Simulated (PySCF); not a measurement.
Bonds (- single, = double, # triple, : aromatic): C1=C2, C2-C3, C3-N4, N4-Si5, Si5-C6, C6=O7, C6-C8, C8-C2. C1 carries H9, H10; C3 carries H11, H12; N4 carries H13; Si5 carries H14, H15; C8 carries H16, H17. H9 is cis to C3; H10 is trans to C3.

PySCF 2.14.0 with density-fitted response routines calculation with shielding tensors at PBE0/pcSseg-1 (GIAO) and geometry from GFN2-xTB; averaged over atoms made equivalent by symmetry, fast rotation or ring inversion, in vacuum, one conformer, non-relativistic.

**Question.** Predict the 2D correlation tables (HSQC, COSY, HMBC).

**Answer.** 

HSQC (one-bond C–H):
```csv
δH,δC
5.50 (H9),123.8 (C1)
5.39 (H10),123.8 (C1)
4.22 (H11/H12),54.1 (C3)
3.53 (H16/H17),62.4 (C8)
```

COSY cross peaks (H two or three bonds apart, from the bond graph; peaks can be absent where the dihedral angle is near 90°):
```csv
δH,δH
5.50 (H9),5.39 (H10)
```

HMBC (two and three bonds, from the bond graph):
```csv
δH,δC
5.50 (H9),"147.6 (C2), 62.4 (C8), 54.1 (C3)"
5.39 (H10),"147.6 (C2), 62.4 (C8), 54.1 (C3)"
4.76 (H14/H15),"241.1 (C6), 62.4 (C8), 54.1 (C3)"
4.22 (H11/H12),"147.6 (C2), 123.8 (C1), 62.4 (C8)"
3.53 (H16/H17),"241.1 (C6), 147.6 (C2), 123.8 (C1), 54.1 (C3)"
```

Shifts are taken against calculated references (same method and geometry level): $^{1}$H, $^{13}$C against TMS.

Short H···H contacts in this conformer between protons four or more bonds apart (candidates for NOE cross peaks, intensity ∝ r⁻⁶): H9···H12 2.38 Å, H10···H16 2.44 Å, H11···H17 2.71 Å.

Exchangeable OH/NH protons stand at their gas-phase positions; hydrogen bonding in a real sample shifts them, mostly to higher δ. Shifts are as computed. Against solution values, carbons near 30 ppm lie about +3 ppm off and those near 130 ppm about +5 ppm. Of 1309 compounds with measured shifts, 239 miss one by over three times the rms of a fit or turn the order of signals round; such compounds aren't used in these exercises.
